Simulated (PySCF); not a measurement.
A survey of 29Si NMR shifts

All values are calculated (PySCF 2.14): GFN2-xTB structure, NMR shieldings at PBE0/pcSseg-1/GIAO. No relativistic terms, one averaged value for each set of equivalent atoms, in vacuum, single conformer.

Shieldings were converted by a linear fit to measured shifts: 29Si (scatter 8.9 ppm rms, 25.8 ppm with the 6 outliers that the fit left out vs TMS, solution or neat liquid). Occasional misses reach two or three times the rms, and more in compound classes unlike the fitted ones.

Question: Give the 29Si shifts of `C#CC1=CC=C(F)[SiH2]1`, `C#C[C@@H]1[C@H](F)[Si@@H]1C#C`.

Answer: 
```csv
compound,environment,δ (ppm)
C#CC1=CC=C(F)[SiH2]1,"silicon bonded to 2 C, 2 H, in a 5-membered ring",-55.3
C#C[C@@H]1[C@H](F)[Si@@H]1C#C,"silicon bonded to 3 C, H, in a 3-membered ring",-115.9
```

Question: Match the shifts -18.7, -48.2, -90.8, -112.5 ppm to `C#CC1=C[SiH2]C=C1F`, `C#C[C@@H]1[C@@H](F)[Si@@H]1C#C`, `C=CO[Si@@](Cl)(C=C)CCl`, `CC(=O)[C@@H]1[SiH2][C@@H]1C(Cl)Cl`.

Answer: -18.7: C=CO[Si@@](Cl)(C=C)CCl (silicon bonded to 2 C, Cl, O); -48.2: C#CC1=C[SiH2]C=C1F (silicon bonded to 2 C, 2 H, in a 5-membered ring); -90.8: CC(=O)[C@@H]1[SiH2][C@@H]1C(Cl)Cl (silicon bonded to 2 C, 2 H, in a 3-membered ring); -112.5: C#C[C@@H]1[C@@H](F)[Si@@H]1C#C (silicon bonded to 3 C, H, in a 3-membered ring).
